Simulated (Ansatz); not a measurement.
Calculated with Ansatz (gas phase, PBE0-D4/def2-TZVP geometries, no zero-point term in ΔE). CCSD(T)/CBS is the MP2 limit (def2-TZVPP, def2-QZVPP) plus CCSD(T) − MP2 in def2-TZVPP, frozen cores. DFT in def2-TZVPP. B3LYP here is the variant with VWN-RPA as its local correlation; programs differ in this. Each species was taken in one conformer, which may not be the lowest.

Reaction (ligand exchange at a B–S bond): `BS[SiH3]` + `CS[SiH2]O` → `BO[SiH2]SC` + `[SiH3]S`

`BS[SiH3]`:

Z-matrix (Å, degrees):
```
Si
S 1 2.156
H 1 1.482 2 109.9
H 1 1.483 2 107.0 3 -119.4
H 1 1.482 2 109.9 3 121.2
B 2 1.775 1 99.5 3 -60.7
H 6 1.192 2 116.9 1 180.0
H 6 1.195 2 121.4 1 0.0
```

`CS[SiH2]O`:

Cartesian coordinates in Å:
```
C 1.546 0.623 -0.381
S 0.117 0.159 -1.406
Si -1.337 -0.114 0.111
O -0.987 -1.345 1.147
H 1.794 -0.167 0.326
H 1.351 1.553 0.154
H 2.387 0.772 -1.058
H -2.599 -0.345 -0.638
H -1.416 1.076 0.988
H -0.856 -2.212 0.758
```

`BO[SiH2]SC`:

```xyz
12

B    -2.053   -0.062    0.724
O    -1.404   -0.874   -0.133
Si   -0.264   -0.534   -1.291
S     1.694   -0.932   -0.619
C     1.861    0.395    0.612
H    -1.855    1.126    0.697
H    -2.818   -0.557    1.503
H    -0.510   -1.433   -2.438
H    -0.401    0.903   -1.645
H     2.898    0.385    0.945
H     1.214    0.217    1.471
H     1.639    1.367    0.172
```

`[SiH3]S`:

```xyz
6

Si    0.395   -0.300    0.181
S    -1.350    0.929    0.293
H     0.148   -1.529   -0.614
H     0.697   -0.659    1.587
H     1.542    0.432   -0.413
H    -1.432    1.126   -1.034
```

```
     species  B3LYP-D4 energy (Eh)
  `BS[SiH3]`            -715.65467
 `CS[SiH2]O`            -804.82649
`BO[SiH2]SC`            -830.31943
   `[SiH3]S`            -690.17891
```

(1) Work out ΔE.

Largest T1 diagnostic among the species: 0.014.

## Answers

(1) ΔE = (-830.31943) + (-690.17891) − (-715.65467) − (-804.82649) = -0.01718 Eh = -45.1 kJ/mol. CCSD(T)/CBS gives -40.4 kJ/mol.

From PBE to PBE0 (25 % exact exchange), in def2-TZVPP and without D4, ΔE moves by −3.3 kJ/mol. In def2-TZVPP, CCSD(T) changes the Hartree–Fock value by +15.2 kJ/mol (the triples alone add +3.1 kJ/mol) and MP2 by +18.6 kJ/mol.
